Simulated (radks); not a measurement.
Values are calculated unless marked as measured or tabulated.
Problem. All-electron atom: Pd II in [Kr] 4d9 (the NIST ground configuration). Level of theory: Dirac Kohn-Sham, LDA (Slater exchange, Perdew-Zunger correlation), spin-unpolarised, spherical densities, point nucleus; open shells are shared between the two j in proportion to 2j + 1 (a radial shooting solver on a logarithmic mesh with Libxc functionals). Some entries of the table are withheld. Estimate them.

orbital,occ.,eigenvalue (hartree),r(max) (bohr)
1s1/2,2,(1),0.02067
2s1/2,2,-129.8469,0.1171
2p1/2,2,-120.5459,0.09052
2p3/2,4,-114.6971,0.09469
3s1/2,2,-23.73719,0.3424
3p1/2,2,-20.06225,(2)
3p3/2,4,-19.04257,(3)
3d3/2,4,(4),0.2803
3d5/2,6,(5),0.2831
4s1/2,2,-3.55495,0.8501
4p1/2,2,(6),(7)
4p3/2,4,(8),(9)
4d3/2,3.6,-0.55783,(10)
4d5/2,5.4,-0.54005,(11)

Solution. 
(1) 1s1/2 eigenvalue (hartree): -886.8901
(2) 3p1/2 r(max) (bohr): 0.3287
(3) 3p3/2 r(max) (bohr): 0.3385
(4) 3d3/2 eigenvalue (hartree): -12.50982
(5) 3d5/2 eigenvalue (hartree): -12.30628
(6) 4p1/2 eigenvalue (hartree): -2.41509
(7) 4p1/2 r(max) (bohr): 0.8910
(8) 4p3/2 eigenvalue (hartree): -2.24886
(9) 4p3/2 r(max) (bohr): 0.9165
(10) 4d3/2 r(max) (bohr): 1.082
(11) 4d5/2 r(max) (bohr): 1.094
